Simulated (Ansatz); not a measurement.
Basis-set extrapolation for `ClBCCl` (PBE0-D4/def2-TZVP geometry, frozen core, Ansatz 0.2.0). Multiplicity 1, RHF reference.

|  | def2-TZVPP | def2-QZVPP |
| --- | --- | --- |
| HF | -983.381283 | -983.409501 |
| MP2 correlation | -0.649178 | -0.705507 |
| CCSD(T) correlation | -0.728764 | not run |

Energies in hartree. Use E(X) = E(∞) + A·exp(−7.88·√X) for Hartree–Fock and E(X) = E(∞) + B·X^(−2.97) for correlation, with X = 3 and 4, and add CCSD(T) minus MP2 of the smaller set to the MP2 limit.

Q: What is the CCSD(T) energy at the basis-set limit?

A: HF limit: -983.409501 + (-0.028218) × 0.13774 = -983.41339. MP2 limit: -0.705507 + (-0.056329) × 0.74074 = -0.74723. Higher-order term: -0.728764 − (-0.649178) = -0.07959. Total: -984.24021 hartree, 3.54 eV below CCSD(T)/def2-TZVPP.
